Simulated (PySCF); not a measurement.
Species: C₄H₁₃NSi₂.
Z-matrix (Å and degrees, PBE0-D3(BJ)/def2-SVP geometry), rows numbered from 1:
```
Si
N   1  1.7394
Si  2  1.7453  1  129.81
C   3  1.8762  2  109.57  1   -16.18
C   4  1.5532  3  115.32  2    70.67
C   5  1.5398  4   88.92  3    98.50
C   6  1.5397  5   89.14  4    16.52
H   1  1.4996  2  114.23  3   -77.52
H   1  1.4938  2  110.13  3    43.20
H   1  1.4948  2  108.03  3   162.82
H   2  1.0166  1  114.33  3   171.78
H   3  1.5029  2  111.85  1   104.54
H   3  1.4984  2  109.76  1  -137.46
H   4  1.1028  3  108.44  2   -60.46
H   5  1.1012  4  111.31  3  -148.00
H   5  1.1026  4  118.72  3   -22.31
H   6  1.1001  5  117.53  4   137.48
H   6  1.1004  5  111.72  4   -96.58
H   7  1.1011  4  111.38  3   146.08
H   7  1.1027  4  118.32  3    20.48
```

The closed-shell ground state was solved at several levels (PySCF, density fitting, gas phase, non-relativistic).

| level | basis functions | total energy (Eh) | HOMO (eV) | LUMO (eV) | gap (eV) | dipole (D) |
| --- | --- | --- | --- | --- | --- | --- |
| PBE0/pcSseg-1 | 198 | -793.4440 | -7.28 | 0.42 | 7.70 | 0.15 |
| PBE0/def2-SVPD | 252 | -793.1752 | -7.29 | 0.14 | 7.43 | 0.18 |

(1) What might wB97X-D/pcSseg-1 (198 basis functions) give for the same quantities?

(2) Over all these levels, which gives the widest orbital gap and which the narrowest?

(3) How far do the dipole and the HOMO energy spread over the levels?

Results:

(1) Total energy -793.8758 Eh, HOMO -9.17 eV, LUMO 2.22 eV, gap 11.39 eV, dipole 0.14 D.

(2) wB97X-D/pcSseg-1 (range-separated hybrid) has the widest, 11.39 eV, and PBE0/def2-SVPD (global hybrid, 25 % exact exchange) the narrowest, 7.43 eV. Functional and basis both differ between the two, so the spread mixes both effects.

(3) The dipole runs from 0.14 to 0.18 D (mean 0.16 D) and the HOMO from -9.17 to -7.28 eV.

One conformer stands for the species.

Note: wB97X-D ran without an empirical dispersion term, which enters the total energy and its gradient alone.
